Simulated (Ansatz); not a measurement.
Geometry optimisation, RKS PBE0/def2-SVP in Ansatz.

Input:

```yaml
crystal:
  periodic: [false, false, false]
  atoms:
    - { symbol: C, position_ang: [-0.8114, -0.3654, 1.4422] }
    - { symbol: C, position_ang: [-0.1176, -0.4779, 0.1062] }
    - { symbol: "N", position_ang: [1.1859, -1.0251, 0.3262] }
    - { symbol: Ge, position_ang: [0.1149, 1.2788, -0.7671] }
    - { symbol: O, position_ang: [1.14598, 2.32161, 0.2263] }
    - { symbol: H, position_ang: [-0.298, 0.3649, 2.1149] }
    - { symbol: H, position_ang: [-0.9556, -1.3094, 1.9203] }
    - { symbol: H, position_ang: [-1.8306, 0.1246, 1.2448] }
    - { symbol: H, position_ang: [-0.6871, -1.135, -0.5193] }
    - { symbol: H, position_ang: [1.6877, -1.1478, -0.5643] }
    - { symbol: H, position_ang: [1.1005, -1.9884, 0.7574] }
    - { symbol: H, position_ang: [-1.251, 1.89335, -1.08979] }
    - { symbol: H, position_ang: [0.91962, 0.97951, -2.20007] }
    - { symbol: H, position_ang: [1.9713, 1.80931, 0.33346] }
basis:
  gaussian: { orbitals: def2-SVP }
hamiltonian:
  xc: pbe0
relax:
  f_tol: 0.015
  max_steps: 40
```

Run as:

```bash
$ ansatz run input.yaml --threads 2 --pin off --max-ram 3072MiB --backend cpu --events-out ev --progress --plain --runs-dir out
```

Problem. Where does it end, and by what steps?

Solution. It converged. The force dipped under the threshold on the way, but the program's further checks kept it going. After 14 steps the energy has fallen by 0.453 eV; H14 moved furthest, 0.60 Å.

```tsv
step	energy less start (eV)	largest force component (eV/Å)	accepted
0	0.0000	2.935	yes
1	-0.3653	0.907	yes
2	-0.4071	0.590	yes
3	-0.4191	0.397	yes
4	-0.4305	0.181	yes
5	-0.4379	0.193	yes
6	-0.4434	0.296	yes
7	-0.4466	0.438	yes
8	-0.4500	0.253	yes
9	-0.4500	0.162	yes
10	-0.4491	0.169	no
11	-0.4519	0.030	yes
12	-0.4527	0.010	yes
13	-0.4529	0.013	yes
14	-0.4530	0.007	yes
```

```xyz
14
Properties=species:S:1:pos:R:3
C -0.891 -0.309 1.332
C -0.091 -0.480 0.050
N 1.287 -0.847 0.379
Ge 0.086 1.270 -0.875
O 1.426 2.005 0.040
H -0.439 0.462 1.976
H -0.921 -1.251 1.909
H -1.930 -0.016 1.124
H -0.601 -1.220 -0.597
H 1.785 -1.186 -0.442
H 1.308 -1.603 1.064
H -1.160 2.166 -0.745
H 0.475 1.093 -2.362
H 1.840 1.240 0.480
```

Whether the end is a true minimum wasn't checked by a vibrational analysis.

The run took 79 s on 2 threads of Arm Neoverse V1, with other jobs on the host, peak memory 0.4 GiB.
